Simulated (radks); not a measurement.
Results of a calculation; reference values are marked as such.
Task: Successive ionisation energies (eV) of one element, from differences of total energies of ions in their ground configurations, starting at charge 66: 7865.4, 17559.0, 17893.9, 18219.1, 18703.4, 19048.0, 19382.6, 21245, 21597, 86775, 88270. Code: a radial shooting solver on a logarithmic mesh with Libxc functionals. Model: scalar-relativistic Kohn-Sham, r2SCAN, spin-polarised, spherical densities, finite nucleus; open shells are filled with parallel spins first (spin-orbit coupling, left out, can overturn this in heavy ions); meta-GGA in the generalised Kohn-Sham scheme; Fermi nuclear charge, rms radius 5.4032 fm. Which element is it?

Result: Iridium (Z = 77). The first species listed is Ir66+ in [Ne] 3s1, the last Ir76+ in 1s1.
